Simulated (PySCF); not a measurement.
FHSi, SMILES F[SiH] (connectivity only; charge and spin as stated), charge -1, multiplicity 2.

Geometry: B3LYP-D3(BJ)/def2-TZVPD. The spin state was assumed, not searched. The isomer is the one that the SMILES or the coordinates give; other isomers of the formula were not compared.

Computed with B3LYP/def2-TZVPD run with PySCF.

The molecule is in vacuum. A positive occupied level means that this level leaves the electron formally unbound; only the finite basis holds it.

The total energy is -390.03708 hartree and the point group is Cs. The α spin, highest occupied and lowest empty level comes out as 1.52 and 4.43 eV and the β spin, highest occupied and lowest empty level is -0.29 and 3.98 eV. The dipole moment about the centre of nuclear charge comes out as 0.397 e·Å and the mean static polarisability is 69.5 bohr³ (10.30 Å³). The polarisability, principal values is 55.9, 69.0, 83.5 bohr³. The ⟨S²⟩ is 0.757 (pure state 0.75).
